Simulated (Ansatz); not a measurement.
Mulliken charges of BH5OSiZn, SMILES `O[SiH2][BH][ZnH]` from ωB97M-V/def2-TZVPP in Ansatz (PBE0-D4/def2-TZVP geometry).

| atom | x (Å) | y (Å) | z (Å) | charge (e) |
| --- | --- | --- | --- | --- |
| O1 | -0.589 | 0.579 | -1.535 | -0.397 |
| Si2 | 0.272 | 1.067 | -0.201 | 0.291 |
| B3 | 0.412 | -0.459 | 1.071 | -0.056 |
| Zn4 | -0.438 | -2.303 | 0.643 | 0.115 |
| H5 | -0.731 | 1.224 | -2.230 | 0.170 |
| H6 | 1.633 | 1.539 | -0.613 | -0.060 |
| H7 | -0.405 | 2.236 | 0.447 | -0.060 |
| H8 | 1.013 | -0.248 | 2.088 | 0.093 |
| H9 | -1.080 | -3.681 | 0.313 | -0.095 |

Task: By hand: the dipole of these point charges (1 e Å = 4.8032 D).

Result: Σ q r = (0.238, 0.150, 0.360) e Å, of length 0.457 e Å = 2.20 D.

Task: How does the dipole of the full density compare? (Best estimate.)

Result: Ansatz gave: (0.058, 0.236, -0.043) e Å, 1.19 D; the point charges give 1.85 times that, at 73° from its direction.

Point charges leave out the atoms' own dipoles, such as those of lone pairs, and Mulliken's split depends on the basis, so the two needn't agree.
